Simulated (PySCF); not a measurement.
Compound: C6H10NO (doublet state).
SMILES with atom numbers: `[CH3:1][C:2]([CH3:3])=[CH:4][CH2:5][NH:6][C:7]=[O:8]` (hydrogens: H9, H10, H11 on C1; H12, H13, H14 on C3; H15 on C4; H16, H17 on C5; H18 on N6)

Structure used (GFN2-xTB), in Å, numbered top down from 1:
```
atom  x, y, z in Å
C1    -2.200    1.135    0.013
C2    -1.067    0.155   -0.019
C3    -1.391   -1.206    0.530
C4     0.116    0.482   -0.538
C5     1.313   -0.398   -0.607
N6     2.282   -0.019    0.466
C7     3.542    0.273    0.287
O8     4.262    0.329   -0.674
H9    -1.921    2.079   -0.448
H10   -3.061    0.727   -0.515
H11   -2.504    1.325    1.042
H12   -1.603   -1.898   -0.285
H13   -0.570   -1.615    1.114
H14   -2.272   -1.157    1.165
H15    0.269    1.487   -0.908
H16    1.058   -1.452   -0.482
H17    1.850   -0.266   -1.548
H18    1.889    0.027    1.394
```

The hyperfine couplings belong to this conformer and change with its torsions.

Computed, not measured: PySCF 2.14.0, UKS B3LYP, pcH-1 on C H N O, non-relativistic, mean-field spin-orbit, GIAO. The structure is a single GFN2-xTB conformer in the gas phase; no vibrational or solvent corrections. GFN2-xTB frequencies show an imaginary mode (42i cm⁻¹), so this geometry is no minimum at that level. Couplings are sensitive to structure, and on GFN2-xTB geometries they can be far from those on DFT ones. The SCF solution wasn't tested for stability.

(1) Break the g tensor into its mass correction, gauge correction and orbital-Zeeman/spin–orbit terms.

(2) At 93.682 GHz, how far is the centre of the isotropic spectrum from where a free electron (g = 2.002319) resonates?

(3) What are the electron Larmor frequencies g μB B/h along the three axes at 330 mT?

(4) What effective moment and Curie constant follow for a powder?

(5) In a frozen sample, at which fields do the three g values resonate at 9.5, 34, 94 and 263 GHz (hyperfine left aside), and which band first spreads them over more than twice a line width of 0.3 mT?

Answers

(1) 
```tsv
Δg (ppm)	1	2	3
relativistic mass correction	-233	-233	-233
gauge correction	46	16	-147
orbital Zeeman/spin–orbit	-3208	-195	2362
total	-3396	-412	1982
```

So g = 1.99892, 2.00191, 2.00430 and g_iso = 2.00171; the tensor is rhombic: the two nearest values differ by 45 % of g3 − g1. 

(2) B = hν/(g μB) with μB/h = 13.99624 MHz/mT gives 3342.81 mT for the free electron and 3343.82 mT at g_iso, 1.02 mT higher.

(3) 9.2326, 9.2463, 9.2574 GHz for g1, g2 and g3, a range of 24.8 MHz.

(4) With the mean of g² = 4.0069 and S(S+1) = 0.75: μ_eff = √(⟨g²⟩S(S+1)) = 1.734 μB and χT = 0.12505·⟨g²⟩·S(S+1) = 0.376 cm³ K/mol (cgs; spin-Hamiltonian part alone).

(5) 
```json
{"band": "X", "GHz": "9.5", "B(g3) mT": "338.65", "B(g2) mT": "339.05", "B(g1) mT": "339.56", "spread mT": "0.91"}
{"band": "Q", "GHz": "34.0", "B(g3) mT": "1212.00", "B(g2) mT": "1213.45", "B(g1) mT": "1215.27", "spread mT": "3.26"}
{"band": "W", "GHz": "94.0", "B(g3) mT": "3350.84", "B(g2) mT": "3354.84", "B(g1) mT": "3359.85", "spread mT": "9.01"}
{"band": "J", "GHz": "263.0", "B(g3) mT": "9375.21", "B(g2) mT": "9386.43", "B(g1) mT": "9400.44", "spread mT": "25.22"}
```

The spread grows in proportion to the frequency. X band is the first where it exceeds 0.6 mT.

The Mulliken spin populations are largest on C7 (+0.66), O8 (+0.27) and C5 (+0.08).

The HOMO–LUMO gaps are 4.92 eV among the α and 5.56 eV among the β orbitals.

The run took 85 s wall (grids of density and orbitals included) on one thread, Arm Neoverse V2 (aarch64) (shared host), and the process peaked at 0.98 GiB of memory.
